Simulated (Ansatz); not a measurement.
A run of Ansatz (development build ahead of 0.2.0) on singlet ScF₃ at this shape:

```xyz
4

Sc    0.0000    0.0000    0.0000
F     1.9679    0.0000    0.0000
F    -0.9839    1.7043    0.0000
F    -0.9839   -1.7043    0.0000
```

Its results:

```json
{
 "Converged": "yes",
 "Reference energy": "-1058.46494 hartree",
 "Correlation energy": "-1.07140 hartree",
 "Total energy": "-1059.53634 hartree",
 "Spin squared of the determinant": "0.000"
}
```

Which input gives this output? Name the method, the orbitals and the basis set, and write the input.

RHF-MP2 in cc-pVTZ. An unrestricted run that stays on the closed shell gives the same numbers.

```yaml
crystal:
  periodic: [false, false, false]
  atoms:
    - { symbol: Sc, position_ang: [0.0, 0.0, 0.0] }
    - { symbol: F, position_ang: [1.9679, 0.0, 0.0] }
    - { symbol: F, position_ang: [-0.98395, 1.70425, 0.0] }
    - { symbol: F, position_ang: [-0.98395, -1.70425, 0.0] }
basis:
  gaussian: { orbitals: cc-pVTZ }
hamiltonian:
  xc: hf
correlation:
  method: mp2
  frozen_orbitals: { F: 1, Sc: 5 }
```
